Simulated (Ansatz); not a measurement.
`C=[C](C)[GeH2][F]`. Total charge 0; spin multiplicity 1. Correlated methods include outer-core shells of Ge, which these sets cover unevenly. Scalar relativity is left out up to krypton.

```xyz
12

C     1.2361    0.7250    0.6858
C     0.1601    0.2800    0.0461
C    -0.7341    1.1537   -0.7752
Ge   -0.2741   -1.6045    0.1843
F     0.9649   -2.3183    1.1864
H     1.5227    1.7739    0.6407
H     1.8666    0.0671    1.2738
H    -0.7758    0.8162   -1.8160
H    -1.7624    1.1402   -0.3990
H    -0.3865    2.1897   -0.7699
H    -1.6067   -1.8751    0.9042
H    -0.2107   -2.3479   -1.1613
```

Problem. Give the diagnostics of a CCSD(T)/def2-TZVPP run (frozen core, Ansatz 0.2.0). (Estimate.)

Solution. Ansatz gave: T1 = 0.0114, largest single amplitude 0.015, largest double 0.090, (T) share of the correlation energy 3.7 %, 8 CCSD cycles. The RHF solution is stable towards an unrestricted one. T1 lies under the customary mark of 0.02 for closed shells.
